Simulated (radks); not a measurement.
Values are calculated unless marked as measured or tabulated.
Task: All-electron atom: a nucleus of charge 73.9 with 73 electrons in [Xe] 4f14 5d4 6s1. Code: a radial shooting solver on a logarithmic mesh with Libxc functionals. Model: scalar-relativistic Kohn-Sham, PBE, spin-polarised, spherical densities, finite nucleus; open shells are filled with parallel spins first (spin-orbit coupling, left out, can overturn this in heavy ions); Fermi nuclear charge, rms radius 5.3658 fm. Some entries of the table are withheld. Estimate them.

orbital,occ.,eigenvalue (hartree),<r> (bohr)
1s up,1,-2545.325,0.01838
1s down,1,-2545.324,0.01838
2s up,1,-439.3282,0.07771
2s down,1,-439.3219,0.07771
2p up,3,-384.4113,0.06955
2p down,3,-384.4063,0.06955
3s up,1,-101.2966,0.2014
3s down,1,-101.2949,0.2014
3p up,3,-85.01898,0.2017
3p down,3,-85.01702,0.2017
3d up,5,-66.24502,0.1827
3d down,5,-66.24099,0.1827
4s up,1,-21.04859,0.4505
4s down,1,-21.04316,0.4505
4p up,3,-15.70733,0.4789
4p down,3,-15.70224,0.4789
4d up,5,-8.92395,0.5126
4d down,5,-8.91779,0.5124
5s up,1,-3.13057,1.075
5s down,1,-3.07071,1.066
5p up,3,-1.83385,1.261
5p down,3,-1.75192,1.247
4f up,7,-1.41440,0.6134
4f down,7,-1.40031,0.6082
6s up,1,-0.44736,2.935
5d up,4,-0.42887,(1)
5d down,0,-0.31524,(2)

Result: 
(1) 5d up <r> (bohr): 1.981
(2) 5d down <r> (bohr): 1.977
